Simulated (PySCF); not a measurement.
These are TPSSh-D3(BJ)/def2-TZVP // B3LYP-D3(BJ)/def2-TZVP (PySCF) values and carry that method's errors. Isolated molecules, 0 K electronic values unless said otherwise. One relaxed conformer stands for a flexible species; it need not be the lowest. Excitations are Tamm–Dancoff values on a coarser integration grid. The basis has no diffuse functions, so Rydberg states are missing or too high.

Reference species (SMILES): `[NH2][Ga]([NH2])[SH]` (neutral, multiplicity 1).

* **HOMO**: -6.27 eV
* **LUMO**: -0.50 eV
* **S1–T1 gap (TDA)**: 0.44 eV
* **S1 excitation (TDA)**: 5.32 eV

Changed species: `[NH2][Ga]([NH2])[NH2]` (0 of 3 NH2 replaced by SH; the reference has 1 of 3 NH2 replaced by SH).

### Question
Give the shifts of the HOMO, LUMO, S1–T1 gap (TDA) and S1 excitation (TDA).

### Answer
the HOMO rises by 0.32 eV, to -5.95 eV; the LUMO goes up by 0.32 eV, to -0.18 eV; the S1–T1 gap (TDA) falls by 0.07 eV, to 0.37 eV; the S1 excitation (TDA) is nearly the same.
